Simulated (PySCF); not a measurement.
trimethylarsine (C$_{3}$H$_{9}$As), singlet, at a GFN2-xTB geometry; DF-HF/STO-3G (PySCF).

Here is a job for PySCF.
```python
from pyscf import gto, scf

mol = gto.M(
    atom='''
C    -0.328672    1.720106   -0.314425
As   -0.071183   -0.074078    0.468947
C     1.693972   -0.420386   -0.345527
C    -1.132283   -1.057227   -0.875135
H    -0.125392    1.707596   -1.384190
H     0.338777    2.438347    0.159817
H    -1.352296    2.057297   -0.157070
H     1.677486   -0.200326   -1.411913
H     1.974854   -1.463708   -0.208232
H     2.455689    0.198094    0.127266
H    -0.841688   -0.767972   -1.883977
H    -0.983122   -2.130229   -0.762522
H    -2.193360   -0.849478   -0.743913
''',
    basis='sto-3g',
    charge=0,
    spin=0,
    verbose=4,
)

mf = scf.RHF(mol)
mf = mf.density_fit(auxbasis='def2-universal-jkfit')
mf.kernel()
```

The log (banner, timings and long lists left out):

```
PySCF version 2.14.0

[INPUT] verbose = 4
[INPUT] num. atoms = 13
[INPUT] num. electrons = 60
[INPUT] charge = 0
[INPUT] spin (= nelec alpha-beta = 2S) = 0
[INPUT] symmetry False subgroup None
[INPUT] Mole.unit = angstrom
[INPUT] Symbol           X                Y                Z      unit          X                Y                Z       unit  Magmom
[INPUT]  1 C     -0.328672000000   1.720106000000  -0.314425000000 AA   -0.621100064813   3.250529245221  -0.594177136716 Bohr   0.0
[INPUT]  2 As    -0.071183000000  -0.074078000000   0.468947000000 AA   -0.134516374725  -0.139987131856   0.886181396936 Bohr   0.0
[INPUT]  3 C      1.693972000000  -0.420386000000  -0.345527000000 AA    3.201143142682  -0.794414406601  -0.652951398643 Bohr   0.0
[INPUT]  4 C     -1.132283000000  -1.057227000000  -0.875135000000 AA   -2.139704765501  -1.997869481496  -1.653765472021 Bohr   0.0
[INPUT]  5 H     -0.125392000000   1.707596000000  -1.384190000000 AA   -0.236956538211   3.226888771403  -2.615740004362 Bohr   0.0
[INPUT]  6 H      0.338777000000   2.438347000000   0.159817000000 AA    0.640195747302   4.607808026655   0.302010360050 Bohr   0.0
[INPUT]  7 H     -1.352296000000   2.057297000000  -0.157070000000 AA   -2.555469079345   3.887727886889  -0.296819282385 Bohr   0.0
[INPUT]  8 H      1.677486000000  -0.200326000000  -1.411913000000 AA    3.169989117792  -0.378561275630  -2.668128881713 Bohr   0.0
[INPUT]  9 H      1.974854000000  -1.463708000000  -0.208232000000 AA    3.731933196002  -2.766007246335  -0.393501450370 Bohr   0.0
[INPUT] 10 H      2.455689000000   0.198094000000   0.127266000000 AA    4.640579657107   0.374343406920   0.240497884969 Bohr   0.0
[INPUT] 11 H     -0.841688000000  -0.767972000000  -1.883977000000 AA   -1.590559802333  -1.451256751334  -3.560200554980 Bohr   0.0
[INPUT] 12 H     -0.983122000000  -2.130229000000  -0.762522000000 AA   -1.857831327035  -4.025549392606  -1.440957743956 Bohr   0.0
[INPUT] 13 H     -2.193360000000  -0.849478000000  -0.743913000000 AA   -4.144849692576  -1.605280768843  -1.405791830504 Bohr   0.0

nuclear repulsion = 289.870093671429
number of shells = 26
number of NR pGTOs = 126
number of NR cGTOs = 42
basis = sto-3g
ecp = {}

******** <class 'pyscf.df.df_jk.DFRHF'> ********
method = DFRHF
initial guess = minao
damping factor = 0
level_shift factor = 0
DIIS = <class 'pyscf.scf.diis.CDIIS'>
diis_start_cycle = 1
diis_space = 8
diis_damp = 0
SCF conv_tol = 1e-09
SCF conv_tol_grad = None
SCF max_cycles = 50
direct_scf = False
Set gradient conv threshold to 3.16228e-05
Initial guess from minao.
******** <class 'pyscf.df.df.DF'> ********
auxbasis = def2-universal-jkfit
init E= -2323.87767343602
  HOMO = -0.424862497946477  LUMO = 0.0384806463877914  gap/eV = 12.60821
cycle= 1 E= -2326.67796593218  delta_E= -2.8  |g|= 0.457  |ddm|= 4.02
  HOMO = -0.152160698460433  LUMO = 0.470759011064736  gap/eV = 16.95051
cycle= 2 E= -2326.77653454298  delta_E= -0.0986  |g|= 0.0821  |ddm|= 0.88
  HOMO = -0.247567999374385  LUMO = 0.414656607008845  gap/eV = 18.02005
cycle= 3 E= -2326.77892340614  delta_E= -0.00239  |g|= 0.0179  |ddm|= 0.146
  HOMO = -0.254226799012789  LUMO = 0.406151964450634  gap/eV = 17.96982
cycle= 4 E= -2326.7790881344  delta_E= -0.000165  |g|= 0.00418  |ddm|= 0.0355
  HOMO = -0.254331866769677  LUMO = 0.406839883230979  gap/eV = 17.99140
cycle= 5 E= -2326.77909657289  delta_E= -8.44e-06  |g|= 0.000341  |ddm|= 0.0106
  HOMO = -0.254297083349764  LUMO = 0.406937609940765  gap/eV = 17.99311
cycle= 6 E= -2326.7790966598  delta_E= -8.69e-08  |g|= 4.86e-05  |ddm|= 0.00118
  HOMO = -0.254306691485686  LUMO = 0.406932516743537  gap/eV = 17.99324
cycle= 7 E= -2326.77909666158  delta_E= -1.78e-09  |g|= 3.75e-06  |ddm|= 0.000186
  HOMO = -0.254306962373009  LUMO = 0.406932998563434  gap/eV = 17.99326
cycle= 8 E= -2326.77909666158  delta_E= -9.09e-13  |g|= 5.14e-07  |ddm|= 1.19e-05
  HOMO = -0.254306842673912  LUMO = 0.406933077177893  gap/eV = 17.99325
Extra cycle  E= -2326.77909666159  delta_E= -7.73e-12  |g|= 1.54e-07  |ddm|= 8.72e-07
converged SCF energy = -2326.77909666159
```
